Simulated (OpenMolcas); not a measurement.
**Tc4+: moving the ligands**

Tc4+ with 4 ligands (fluoride) in square-planar coordination (D4h) at 1.83 Å. Ligand basis ANO-RCC-VDZP.

| Property | Result |
| --- | --- |
| Program | OpenMolcas |
| Method | SS-CASPT2, IPEA 0.25 Eh, imaginary shift 0.1 Eh (closed shells correlated: 4s 4p and the ligand valence shells) |
| Basis | ANO-RCC-VDZP [6s5p3d1f] |
| Scalar Hamiltonian | DKH2, point nucleus |
| Active space | 3 electrons in 5 orbitals (4d) |
| State averaging | 2S+1 = 4 even, 10 roots; 2S+1 = 2 even, 40 roots |
| Spin-orbit coupling | RASSI with atomic mean-field integrals over the reference wave functions |

Runs around this geometry, states (labels of D4, the rotations of D4h). Energies in cm-1 above the lowest state or level, χT in cm3 K/mol.

| R (Å) | Ground state | First state of that spin | First gap with spin-orbit (degeneracies) | χT at 300 K | First state of another spin |
| --- | --- | --- | --- | --- | --- |
| 1.79 | 2S+1 = 4 | 4E 6240 | 52 (2, 2) | 1.742 | 2E 5480 |
| 1.83 | 2S+1 = 4 | 4E 5720 | 49 (2, 2) | 1.733 | 2E 6340 |
| 1.92 | 2S+1 = 4 | 4E 4680 | 65 (2, 2) | 1.696 | 2S+1 = 2: 8530 |

Taking the first state of the same spin as R^-n, n = -ln(4680 / 6240) / ln(1.92 / 1.79) = 4.1 between the shortest and longest distance.

Over all roots computed the reference weight is 0.74 to 0.76 in R = 1.79, 0.73 to 0.75 in R = 1.83, 0.72 to 0.74 in R = 1.92; a low but even weight reflects the number of correlated electrons. Ligand-to-metal charge-transfer states are missing. With no ligand orbital active B as a rule stays too high, so bands that hang on it stand too high and its fall with covalency is understated. The least metal-like active orbital is 70 % on the metal (Löwdin) and no ligand orbital is active, so the numbers are rough (holds for R = 1.79). The least metal-like active orbital is 71 % on the metal (Löwdin) and no ligand orbital is active, so the numbers are rough (holds for R = 1.83). The least metal-like active orbital is 72 % on the metal (Löwdin) and no ligand orbital is active, so the numbers are rough (holds for R = 1.92). No measured value stands beside these numbers; the geometry is a model, was not optimised and need not be the one that this ion takes.

A state without a sure symmetry label is named by its multiplicity alone.
